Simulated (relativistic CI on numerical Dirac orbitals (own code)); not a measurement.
# Re5+: 5p photoemission

Computed with this model: Dirac-Coulomb-Breit CI, separate exchange-only KLI orbitals for each configuration, QED by a radiative potential, valence Slater integrals scaled by 0.8, multiplet model of photoemission in the sudden approximation; configurations [Xe] 4f14 5d2 → [Kr] 4d10 4f14 5s2 5p5 5d2; 300 K; Lorentzian 2.1 eV and Gaussian 0.6 eV FWHM. Energies are those of the free ion, without screening or charge transfer. The energies are binding energies and can lie tens of eV above those of solids. S is read from ⟨S²⟩ = S(S + 1).

Field parameters in Wybourne normalisation: Oh B⁴₀ = 21Dq, B⁴₄ = √(5/14) B⁴₀. The field is a parameter set, without covalency.

Computed curve for Oh, 10Dq = 27550 cm⁻¹, scaled to 100 at the maximum (points under 2 are left out and the grid is thinned):

(Energy (eV), Intensity): (99.4, 2.0), (100.0, 2.3), (100.6, 2.6), (101.2, 3.0), (101.8, 3.4), (102.4, 4.0), (103.0, 4.8), (103.6, 5.8), (104.2, 7.1), (104.8, 9.1), (105.4, 12.0), (106.0, 16.6), (106.6, 24.5), (107.2, 38.8), (107.8, 63.0), (108.4, 87.9), (109.0, 96.1), (109.6, 98.8), (110.2, 99.3), (110.8, 89.2), (111.4, 68.1), (112.0, 47.4), (112.6, 34.3), (113.2, 26.5), (113.8, 20.9), (114.4, 17.0), (115.0, 14.9), (115.6, 14.0), (116.2, 14.6), (116.8, 16.5), (117.6, 18.4), (118.2, 19.0), (118.8, 17.7), (119.4, 15.5), (120.0, 14.6), (120.6, 15.5), (121.2, 19.1), (121.8, 25.7), (122.4, 35.5), (123.0, 43.2), (123.6, 39.5), (124.2, 30.1), (124.8, 23.8), (125.4, 19.3), (126.0, 15.1), (126.6, 12.3), (127.2, 10.7), (127.8, 9.8), (128.4, 9.4), (129.0, 9.9), (129.6, 11.9), (130.2, 14.8), (130.8, 14.9), (131.4, 11.0), (132.0, 7.2), (132.6, 5.0), (133.2, 3.8), (133.8, 3.1), (134.4, 2.6), (135.0, 2.1)

The ground state has S = 0.96, and the centroid lies at 114.69 eV.
